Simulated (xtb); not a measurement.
CH (SMILES [CH]), doublet, geometry from GFN2-xTB.

The xtb input:
```
$ xtb coord --gfn 2 --uhf 1 --json

# file coord
$coord
     -0.0000000000      -0.0000000000      -0.3006159878  c
      0.0000000000       0.0000000000       1.8036958704  h
$end
```

Question: What does this run give for the partial charges in atom order, total energy?

Answer: 
```json
{
 "partial_charges_in_atom_order": "C1 -0.13, H2 0.13",
 "total_energy": "-2.3809 Eh"
}
```
